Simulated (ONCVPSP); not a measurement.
**Before and after: ONCV potential for As (Z = 33)**

ONCVPSP 4.0.1 input, shortened (lines: element, Z, core and valence counts, functional; n l f; lmax; l rc ep ncon nbas qcut; lloc lpopt rc5 dvloc0; l nproj debl; icmod fcfact rcfact), PBEsol, non-relativistic:

```
  As 33.00    5    3  -116133      upf
    1    0    2.00
    2    0    2.00
    2    1    6.00
    3    0    2.00
    3    1    6.00
    3    2   10.00
    4    0    2.00
    4    1    3.00
    2
    0    1.65    0.00    4    7    3.70
    1    2.10    0.00    4    7    4.40
    2    0.75    0.00    3    8   18.20
    4    5    0.65    1.00
    0    2    2.90
    1    2    2.30
    2    2    3.30
    2    0.40    1.00
```

Change: p: rc 1.62.

Cutoffs: the cutoffs (Ha) at which the residual kinetic energy of the hardest occupied pseudo-wave falls to 1 and 0.1 mHa per electron; they do not see the model core or the augmentation charge, which bear on the density cutoff. Errors are all-electron minus pseudo energies relative to the spin-unpolarised reference configuration.

Q: How do hardness, ghosts and transferability respond?

A: The potential gets neither clearly harder nor softer (144 Ha and 160 Ha → 144 Ha and 160 Ha); both files keep a bound ghost (s); of the 4 tests that both files solve, the error grows in 0 and shrinks in 3 by more than 15 % and 0.3 meV (median size 4.8 → 1.3 meV). Less of the atom is replaced, so other configurations are described better.

```csv
quantity,base,changed
"cutoff, loose",144 Ha,144 Ha
"cutoff, tight",160 Ha,160 Ha
loose cutoff by channel,"s 20 Ha, p 6.6 Ha, d 144 Ha","s 20 Ha, p 8.2 Ha, d 144 Ha"
bound ghosts,s,s
GHOST(+) flags under 300 eV,p at 23.4 eV,p at 33.9 eV
"error for 3d10 4s2 4p2, meV [ΔE 9.19 eV]",-0.5,-0.1
"error for 3d10 4s2 4p1, meV [ΔE 27.14 eV]",-4.3,-0.6
"error for 3d10 4s2 4p0, meV [ΔE 54.83 eV]",-18,-2.0
"error for 3d10 4s0 4p5, meV [ΔE 18.06 eV]",+5.4,-4.9
s: phases at 1.67 bohr within 0.05 rad from the reference energy up to (Ha; the scan ends near 5),to the end of the scan,to the end of the scan
d: phases at 0.76 bohr within 0.05 rad from the reference energy up to (Ha; the scan ends near 5),to the end of the scan,to the end of the scan
"rms error of d²Exc/dni dnj with the model core, mHa",3.42,3.43
```

 A true bound ghost makes a file unfit for plane-wave use even where its test errors are small: the radial tests pick states by their node count and pass the ghost by.
